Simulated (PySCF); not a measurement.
Predicted microwave data (PBE0/pcSseg-1 in PySCF (dipole) on a GFN2-xTB geometry, gas phase) for one isomer of C5H12Si3:

| Quantity | Value |
| --- | --- |
| Rotational constants | A = 1390, B = 819.6, C = 713.5 MHz |
| Dipole components | \|μa\| = 0.47 D, \|μb\| = 0.20 D, \|μc\| = 0.21 D |
| Inertial defect | -272.04 u·Å² |
| κ | -0.69 |

Question: Which structure is it? (One computed conformer of each.)
A. `[CH:1]#[C:2][Si@H:3]([CH:4]=[CH2:5])[CH:6]([SiH3:7])[SiH3:8]` with C2–Si3–C4–C5 -23°, C2–Si3–C6–Si7 52°
B. `[CH:1]#[C:2][Si@@H:3]([SiH2:4][CH3:5])[SiH:6]1[CH2:7][CH2:8]1` with C2–Si3–Si4–C5 51°, C2–Si3–Si6–C7 -170°

Answer: A. It is C#C[Si@H](C=C)C([SiH3])[SiH3], an asymmetric top, point group C1. The candidates at the same level (rigid rotor, commonest isotopes):

```csv
SMILES,A (MHz),B (MHz),C (MHz),μa (D),μb (D),μc (D),Δ (u·Å²),point group,rotor
C#C[Si@@H]([SiH2]C)[SiH]1CC1,1279,844.4,620.5,0.45,0.35,0.68,-179.36,C1,asymmetric top
C#C[Si@H](C=C)C([SiH3])[SiH3],1390,819.6,713.5,0.47,0.20,0.21,-272.04,C1,asymmetric top
```

`C#C[Si@@H]([SiH2]C)[SiH]1CC1` has C 13 % too low. No structure here is proved a minimum.
